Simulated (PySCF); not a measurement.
CH8O2Si3, SMILES [SiH2]([SiH2][SiH3])OC=O.

Coordinates come from a TPSSh-D3(BJ)/def2-SVP optimisation. This is a generated structure with no PubChem entry under its InChIKey; it may be hypothetical. The values are those of a single conformer.

Two levels are set side by side: PBE/def2-TZVP (PySCF) and HF/def2-TZVP (PySCF). Same geometry, gas phase. Differences are taken from unrounded values.

| quantity | PBE |
|---|---|
| orbital gap (eV) | 5.12 |
| highest occupied level (eV) | -6.87 |
| lowest empty level (eV) | -1.75 |
| dipole moment (D) | 1.33 |
| mean polarisability (bohr³) | 107.7 |

Question: These are the PBE values. What does HF give? (The exact figures need the calculation; the answer reports its results.)

Answer: 
```tsv
quantity	HF	PBE minus HF
orbital gap (eV)	13.11	-7.99
highest occupied level (eV)	-10.50	3.63
lowest empty level (eV)	2.61	-4.36
dipole moment (D)	1.64	-0.32
mean polarisability (bohr³)	93.8	13.8
```

Without exact exchange PBE keeps part of each electron's self-repulsion, which lifts occupied levels and narrows the gap. Loosely held outer electrons make PBE densities more polarisable. Differences between two approximate levels are no errors against the true value.

Rough cost on one machine, each run with all the roots and properties that it gave: HF against PBE about 1/3.
